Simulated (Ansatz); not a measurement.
Relaxation of a periodic cell of 17 atoms, LiBe16 (host Be, host structure hcp, interstitial Li), to a largest force component of 0.08 eV/Å in at most 25 steps.

All numbers below come from Ansatz, DFT LDA, scalar-relativistic, plane waves, PAW. Settings: cutoff 420 eV, k mesh 3x3x2, fermi-dirac smearing 0.15 eV, no spin polarisation.

```xyz
17
Lattice="-2.2900 -3.9664 0.0000 3.4350 -1.9832 0.0000 0.0000 0.0000 7.1769" Properties=species:S:1:pos:R:3
Be 0.000 -3.966 0.000
Be 0.000 -2.644 1.794
Be 0.000 -3.966 3.588
Be 0.000 -2.644 5.383
Be -1.145 -1.983 0.000
Be 2.290 -2.644 1.794
Be -1.145 -1.983 3.588
Be 2.290 -2.644 5.383
Be 1.145 -1.983 0.000
Be 1.145 -0.661 1.794
Be 1.145 -1.983 3.588
Be 1.145 -0.661 5.383
Be 0.000 0.000 0.000
Be 1.145 -4.627 1.794
Be 0.000 0.000 3.588
Be 1.145 -4.627 5.383
Li 1.190 -3.354 4.465
```

Q: Where does it end, and by what steps?

A: It converged. The threshold is loose, so the end isn't yet a minimum. Limits of this set-up: coarse k mesh. After 11 steps the energy has fallen by 4.615 eV; Be16 moved furthest, 1.14 Å.

```
step  energy less start (eV)  largest force component (eV/Å)  accepted
   0                  0.0000                           3.923       yes
   1                 -1.8627                           2.707       yes
   2                 -3.5685                           0.657       yes
   3                 -3.7379                           0.556       yes
   4                 -3.8969                           0.265       yes
   5                 -4.0010                           0.291       yes
   6                 -4.0832                           0.353       yes
   7                 -4.2685                           0.394       yes
   8                 -4.4071                           0.366       yes
   9                 -4.5355                           0.184       yes
  10                 -4.5969                           0.119       yes
  11                 -4.6150                           0.057       yes
```

```xyz
17
Lattice="-2.2900 -3.9664 0.0000 3.4350 -1.9832 0.0000 0.0000 0.0000 7.1769" Properties=species:S:1:pos:R:3
Be -0.235 -3.801 -0.027
Be -0.094 -2.541 1.725
Be -0.236 -3.800 3.498
Be 0.023 -2.272 5.289
Be -1.175 -1.917 -0.016
Be 2.228 -2.544 1.744
Be -1.166 -1.909 3.491
Be 2.578 -2.623 5.406
Be 1.088 -1.967 -0.065
Be 1.030 -0.554 1.739
Be 1.083 -2.007 3.447
Be 1.655 -1.081 5.229
Be -0.198 0.220 0.026
Be 1.036 -4.480 1.757
Be -0.216 0.193 3.566
Be 1.959 -5.425 5.392
Li 0.991 -3.864 5.327
```

Whether the end is a true minimum wasn't checked by a vibrational analysis.

Run time: 42 s on 1 thread of Arm Neoverse V1, with other jobs on the host, peak memory 0.3 GiB.
